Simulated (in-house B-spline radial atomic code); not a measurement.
Ge is squeezed into an impenetrable sphere of radius R (the orbitals vanish at R). Level of theory: Dirac-Kohn-Sham LDA VWN5, spherical fractional occupations, Fermi nucleus of rms radius 4.0742 fm; calculated with a radial B-spline atomic code at the basis-set limit.

Energies in eV above the free atom in [Ar] 3d10 4s2 4p2:

```csv
R (bohr),highest level (eV),[Ar] 3d10 4s2 4p2,[Ar] 3d10 4s2 4p1 4d1,[Ar] 3d10 4s1 4p2 4f1
8.1,-3.79,0.0829,7.402,20.44
5.97,-2.83,0.8607,10.2,26.1
4.69,-0.391,3.932,16.06,35.6
4.4,0.726,5.669,18.78,39.55
3.78,4.65,12.85,28.84,53
3.28,10.7,26.08,45.56,73.37
2.43,37.7,102.5,131.9,167.2
2.25,50.1,142.9,175.2,211.6
1.64,151,532.4,572.9,600.7
1.24,371,1608,1635,1610
```

Task: Does [Ar] 3d10 4s2 4p1 4d1 fall below [Ar] 3d10 4s2 4p2 under compression?

Result: No, it stays above over the whole range.

Task: Does [Ar] 3d10 4s1 4p2 4f1 fall below [Ar] 3d10 4s2 4p2 under compression?

Result: No, it stays above over the whole range.

The highest level is first positive in the row R = 4.4 bohr, pushed up by confinement above the zero of the free ion's potential. Each configuration is held fixed and needn't be the lowest in the sphere.
